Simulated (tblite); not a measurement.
Parent: `[CH3:1][O:2][C@@H:3]1[CH2:4][C@@H:5]1[SiH3:6]` with C1–O2–C3–C4 -79°, C4H10OSi.

The geometries are computed with GFN2-xTB (gas phase). One conformer each, not checked by frequencies here.

```
coordinate of the parent    value
                   C1–O2  1.407 Å
                   O2–C3  1.395 Å
                   C3–C4  1.498 Å
                   C4–C5  1.506 Å
                  C5–Si6  1.886 Å
                   C3–C5  1.492 Å
                C1–O2–C3   113.9°
                O2–C3–C4   119.2°
                O2–C3–C5   114.5°
                C4–C3–C5    60.5°
                C3–C4–C5    59.6°
               C4–C5–Si6   118.6°
                C3–C5–C4    59.9°
               C3–C5–Si6   113.9°
```

**Question.** In one relative the bonds that all share with the parent change as follows (parent's numbers): C1–O2 +0.007, O2–C3 -0.003, C3–C4 -0.006, C4–C5 -0.009, C5–Si6 +0.020, C3–C5 +0.003 Å. Which is it?
A. `[CH2:1]=[CH:2][C@@H:3]1[C@@H:4]([SiH3:5])[C@@H:6]1[O:7][CH3:8]` with C1–C2–C3–C4 -139°, C4–C6–O7–C8 84°
B. `[CH3:1][O:2][C@@H:3]1[C@H:4]([SiH3:5])[C@@H:6]1[S:7]([CH3:8])(=[O:9])=[O:10]` with C1–O2–C3–C4 -87°, C4–C6–S7–C8 -121°

**Answer.** B. The changes in all of them (Å):

```tsv
SMILES	C1–O2	O2–C3	C3–C4	C4–C5	C5–Si6	C3–C5
CO[C@@H]1[C@H]([SiH3])[C@@H]1S(C)(=O)=O	+0.007	-0.003	-0.006	-0.009	+0.020	+0.003
C=C[C@@H]1[C@@H]([SiH3])[C@@H]1OC	0.000	-0.005	+0.003	+0.016	-0.008	+0.012
```

Atoms are paired thus: CO[C@@H]1[C@H]([SiH3])[C@@H]1S(C)(=O)=O: C1 = C1, O2 = O2, C3 = C3, C4 = C6, C5 = C4, Si6 = Si5; C=C[C@@H]1[C@@H]([SiH3])[C@@H]1OC: C1 = C8, O2 = O7, C3 = C6, C4 = C3, C5 = C4, Si6 = Si5.
